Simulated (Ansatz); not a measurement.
Species: CoCl₂, charge 0, multiplicity 4. The spin state was set by rule; other spins were not relaxed. 
Coordinates optimised at B3LYP-D3(BJ)/def2-TZVP (Ansatz, a first-principles code):
```
Co
Cl 1 2.0986
Cl 1 2.0986 2 180.00
```
Charge 0, spin multiplicity 4.

Basis-set convergence of Hartree-Fock and MP2 correlation energies (hartree) with Ansatz. Correlated levels leave the core frozen unless marked. Open shells are spin-unrestricted. Spin-orbit coupling is left out. Frozen are the shells of the preceding noble gas and the d and f shells that filled before the atom's block. No relativistic terms.

| basis | functions | E(HF) | E(corr, MP2) |
|---|---|---|---|
| def2-SVPD | 88 | -2300.08045 | -0.44915 |
| def2-TZVPPD | 169 | [?] | [?] |

Q: What belongs in the gaps?

A: 
- def2-TZVPPD, E(HF): -2300.56674
- def2-TZVPPD, E(corr, MP2): -0.63668
